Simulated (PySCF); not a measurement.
## Spin-rotation constants: SMILES O=C(C1=C(C=C)[C@@H]1C#C)O, C8H6O2

Geometry:
```
atom   x (Å)   y (Å)   z (Å)
  C1   1.121  -2.219   1.904
  C2   0.849  -1.674   0.872
  C3   0.506  -1.013  -0.350
  C4  -0.464   0.143  -0.327
  C5  -1.825   0.493  -0.164
  C6  -2.769  -0.418   0.081
  C7   0.804   0.459  -0.517
  C8   1.840   1.440  -0.713
  O9   3.019   1.212  -0.817
 O10   1.332   2.689  -0.778
 H11   1.374  -2.706   2.798
 H12   0.542  -1.656  -1.226
 H13  -2.061   1.546  -0.244
 H14  -3.802  -0.145   0.208
 H15  -2.524  -1.464   0.167
 H16   2.053   3.325  -0.907
```

The calculation used GIAO CAM-B3LYP/pcSseg-1 magnetisability, rotational g tensor and spin-rotation constants, non-relativistic, gas phase (PySCF). Geometry: GFN2-xTB.

Give the nuclear spin-rotation constants along the inertial axes (H = +C I·J) beside the isotropic shieldings.

Rotational constants 1.6678, 1.0181, 0.6745 GHz. A star marks the isotopologue with that one atom substituted, in its own axes.
```csv
atom,isotope,Caa (kHz),Cbb (kHz),Ccc (kHz),mean (kHz),σ (ppm)
H11,1H,-0.172,-0.040,-0.056,-0.089,30.7
H12,1H,-0.173,-0.104,0.015,-0.088,29.3
H13,1H,-0.118,0.042,-0.051,-0.042,24.6
H14,1H,-0.055,0.018,-0.068,-0.035,25.3
H15,1H,-0.096,0.027,-0.059,-0.042,25.3
H16,1H,0.116,-0.107,-0.086,-0.026,25.5
C1,13C*,0.464,0.163,0.154,0.260,115.0
C2,13C*,0.557,0.166,0.185,0.303,93.0
C3,13C*,0.273,0.171,0.045,0.163,174.2
C4,13C*,0.550,0.467,0.137,0.385,44.8
C5,13C*,0.534,0.461,0.119,0.371,53.2
C6,13C*,0.612,0.462,0.125,0.400,39.3
C7,13C*,0.653,0.309,0.127,0.363,68.9
C8,13C*,0.739,0.376,0.198,0.438,17.4
O9,17O*,-0.925,-0.539,-0.115,-0.526,-113.9
O10,17O*,-0.504,-0.176,-0.129,-0.270,124.5
```
For the geometry as given, no vibrational averaging.
